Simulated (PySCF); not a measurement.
Compound: C₄H₁₇N₃Si₃.
SMILES with atom numbers: `[CH3:1][CH2:2][CH2:3][Si@@H:4]1[NH:5][SiH2:6][NH:7][Si@@H:8]([CH3:9])[NH:10]1`

Cartesian coordinates in Å at the PBE0-D3(BJ)/def2-SVP level; atoms count from 1:
```xyz
27
C4H17N3Si3 angstrom
C      2.7436    1.9992    0.5808
C      2.7997    0.4871    0.7456
C      1.7151   -0.2677   -0.0286
Si    -0.0563    0.0546    0.5169
N     -1.0790   -1.2277   -0.0964
Si    -2.8063   -1.0883   -0.0383
N     -3.1136    0.5583    0.4425
Si    -2.3035    2.0281   -0.0477
C     -2.7508    3.3635    1.1838
N     -0.6178    1.6006   -0.0822
H      3.5597    2.4933    1.1293
H      1.7925    2.4128    0.9518
H      2.8378    2.2872   -0.4799
H      3.7929    0.1250    0.4287
H      2.7201    0.2360    1.8175
H      1.8768   -1.3557    0.0718
H      1.7942   -0.0517   -1.1104
H     -0.1384    0.0609    2.0099
H     -0.6690   -1.8776   -0.7597
H     -3.4896   -1.9442    0.9841
H     -3.3561   -1.4831   -1.3770
H     -3.8852    0.6804    1.0918
H     -2.6912    2.5087   -1.4160
H     -2.4800    3.0602    2.2069
H     -3.8294    3.5887    1.1561
H     -2.2115    4.2951    0.9502
H     -0.0101    2.0951   -0.7274
```

NICS is the negative of the GIAO shielding at a point without a nucleus: at the ring centre (0) and 1 Å above and below it (1); zz is the component along the ring normal. Level: GIAO CAM-B3LYP/pcSseg-1 (PySCF, non-relativistic, gas phase) on the PBE0-D3(BJ)/def2-SVP geometry, one conformer.

Ring bond lengths (Å): Si4–N5 1.751, N5–Si6 1.734, Si6–N7 1.743, N7–Si8 1.748, Si8–N10 1.739, N10–Si4 1.750.

Problem. Give the NICS values of each ring in ppm.

Solution. 
| ring | type | NICS(0) | NICS(1), two faces | NICS(1)zz, two faces | rms pucker (Å) | centre to ring atoms, mean (Å) |
| --- | --- | --- | --- | --- | --- | --- |
| Si4–N5–Si6–N7–Si8–N10 | 6-membered ring with 3 N and 3 Si; formal bonds all single | -2.0 | -0.4 / -1.6 | 4.8 / 4.3 | 0.26 | 1.69 |

Problem. What do they say, and how far can they be read as aromaticity?

Solution. 
- Si4–N5–Si6–N7–Si8–N10: mean NICS(1)zz 4.5 ppm, deshielded. Si4, Si6, Si8 have four or more neighbours; no verdict on aromaticity is drawn.

Problem. List the ring angles.

Solution. 
- Si4–N5–Si6–N7–Si8–N10: Si4 109.8°, N5 120.7°, Si6 105.1°, N7 129.4°, Si8 104.4°, N10 121.4°; sum 690.9° against 720° for a flat convex ring.

Problem. What are the shieldings of the ring atoms and their hydrogens in the same run (means over atoms taken as equivalent)?

Solution. 
```json
{"atoms": "Si4", "environment": "SiH silicon", "σ isotropic (ppm)": "359.3", "principal values of the symmetric part, first atom (ppm)": "340.7, 349.4, 387.8"}
{"atoms": "N5", "environment": "nitrogen bridging silicon atoms", "σ isotropic (ppm)": "221.9", "principal values of the symmetric part, first atom (ppm)": "174.8, 233.6, 257.5"}
{"atoms": "Si6", "environment": "SiH2 silicon", "σ isotropic (ppm)": "380.9", "principal values of the symmetric part, first atom (ppm)": "352.5, 357.1, 433.1"}
{"atoms": "N7", "environment": "nitrogen bridging silicon atoms", "σ isotropic (ppm)": "229.8", "principal values of the symmetric part, first atom (ppm)": "194.5, 240.4, 254.4"}
{"atoms": "Si8", "environment": "SiH silicon", "σ isotropic (ppm)": "361.8", "principal values of the symmetric part, first atom (ppm)": "319.9, 366.0, 399.6"}
{"atoms": "N10", "environment": "nitrogen bridging silicon atoms", "σ isotropic (ppm)": "206.2", "principal values of the symmetric part, first atom (ppm)": "168.6, 221.2, 228.7"}
{"atoms": "H18", "environment": "Si–H hydrogen", "σ isotropic (ppm)": "26.34", "principal values of the symmetric part, first atom (ppm)": "23.8, 24.8, 30.4"}
{"atoms": "H19", "environment": "N–H hydrogen", "σ isotropic (ppm)": "31.03", "principal values of the symmetric part, first atom (ppm)": "23.2, 28.9, 41.0"}
{"atoms": "H20", "environment": "Si–H hydrogen", "σ isotropic (ppm)": "26.28", "principal values of the symmetric part, first atom (ppm)": "22.6, 24.1, 32.2"}
{"atoms": "H21", "environment": "Si–H hydrogen", "σ isotropic (ppm)": "26.14", "principal values of the symmetric part, first atom (ppm)": "22.6, 23.9, 31.9"}
{"atoms": "H22", "environment": "N–H hydrogen", "σ isotropic (ppm)": "31.15", "principal values of the symmetric part, first atom (ppm)": "23.4, 28.6, 41.5"}
{"atoms": "H23", "environment": "Si–H hydrogen", "σ isotropic (ppm)": "26.19", "principal values of the symmetric part, first atom (ppm)": "22.9, 24.0, 31.6"}
{"atoms": "H27", "environment": "N–H hydrogen", "σ isotropic (ppm)": "30.76", "principal values of the symmetric part, first atom (ppm)": "23.4, 29.4, 39.5"}
```

Problem. How do the values depend on the level or the medium?

Solution. 
| level | NICS(0), Si4–N5–Si6–N7–Si8–N10 | mean NICS(1)zz, Si4–N5–Si6–N7–Si8–N10 |
| --- | --- | --- |
| CAM-B3LYP/pcSseg-1, gas | -2.0 | 4.5 |
| PBE0/pcSseg-1, gas | -2.2 | 4.5 |

The geometry is the same throughout.

Hardware: one thread, AMD EPYC (x86_64), no GPU, on a shared host. Cost: 3.7 min, 1.7 GiB resident at most. This is the whole shielding run at CAM-B3LYP/pcSseg-1, SCF included.
